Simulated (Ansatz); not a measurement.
PBE exchange is replaced step by step with exact exchange (0 % is PBE, 25 % PBE0; no dispersion term), basis def2-TZVPD, Ansatz. System: [AgCl4]- (AgCl₄⁻). Charge -1, multiplicity 1. Geometry: r2SCAN-D4/def2-SVPD, each spin state at its own.

Geometry of the singlet:

```xyz
5

Ag    0.000    0.000    0.000
Cl    1.314   -1.936   -0.083
Cl    1.455    1.051   -1.503
Cl   -1.313    1.936    0.083
Cl   -1.456   -1.051    1.503
```

In the def2 sets Ag takes a core potential; there is no spin–orbit coupling.

```tsv
exact exchange (%)	HOMO (eV)	LUMO (eV)	gap (eV)	triplet − singlet (kJ/mol)
0	-2.60	-1.61	0.99	88.4
5	-2.88	-1.53	1.35	92.6
10	-3.15	-1.44	1.71	96.7
15	-3.43	-1.35	2.08	100.7
25	-3.99	-1.17	2.81	108.1
50	-5.40	-0.70	4.70	119.9
```

(1) Fit a straight line to the column «triplet − singlet (kJ/mol)» against the share of exact exchange and predict its value at 35 %.

Results:

(1) With x = exact exchange (%) and y = triplet − singlet (kJ/mol): mean x = 17.5, mean y = 101.1; Σ(x − x̄)(y − ȳ) = 1026, Σ(x − x̄)² = 1638; slope b = 0.6264, intercept a = ȳ − b·x̄ = 90.14. The residuals of the fitted rows reach 2.3. At x = 35 the line gives 90.14 + (0.6264 × 35) = 112.1; the run gave 114.9, 2.8 more than the line.
